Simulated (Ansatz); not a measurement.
A search over several starts for the lowest SCF solution of AgI2 at the given spin, in a small basis.

```yaml
crystal:
  periodic: [false, false, false]
  atoms:
    - {symbol: Ag, position_ang: [-0.000460, 0.000442, 0.000402]}
    - {symbol: I, position_ang: [-1.800489, -0.143117, -1.833630]}
    - {symbol: I, position_ang: [1.800949, 0.142675, 1.833228]}
basis:
  gaussian: {orbitals: def2-SVP, initial_orbitals: start.molden}
magnetization: {spin_polarized: true, initial_magnetization: 1}
hamiltonian: {xc: pbe0, dispersion: d4}
output: {orbitals: {seedname: orbitals}}
```

The file start.molden holds the orbitals of an earlier run on this structure, at another level or in another basis.

```sh
$ ansatz run in.yaml --threads 4 --pin off --events-out ev --progress --plain --max-ram 3916MiB
```

It prints (some lines left out):

```
Functional definition: PBE0
996 factors; integrals over basis functions are off by at most 2.7e-4 eV
mean field evaluation 1: about -20202.6433 eV, gradient 2.0e1 eV
mean field evaluation 2: about -20202.7349 eV, gradient 1.5e-1 eV
mean field evaluation 4: about -20202.8390 eV, gradient 6.6e-4 eV
mean field evaluation 8: about -20202.8390 eV, gradient 2.3e-5 eV
mean field evaluation 16: about -20202.7318 eV, gradient 6.9e-1 eV
mean field evaluation 32: about -20202.2433 eV, gradient 3.7e0 eV
mean field evaluation 64: about -20202.5486 eV, gradient 2.4e0 eV
mean field evaluation 96: about -20202.2379 eV, gradient 5.2e0 eV
mean field -20202.83901369 eV, -742.4406397771 hartree, gradient 2.9e-6 eV, S^2 0.754074; 15 other end points of the search recorded, 0 dependent functions left out
reference -20202.83904081 eV, -742.4406407737 hartree; 35, 34 occupied and 48, 49 virtual orbitals, 996 factors
Total energy: -20202.93734762 eV, -742.4442534822 hartree
```

Hardware: 4 threads of Intel Xeon 6975P-C on a shared host. Wall time 10 s.

In the def2 sets Ag, I take a core potential; there is no spin–orbit coupling. The structure comes from a short search, and lower isomers may exist.
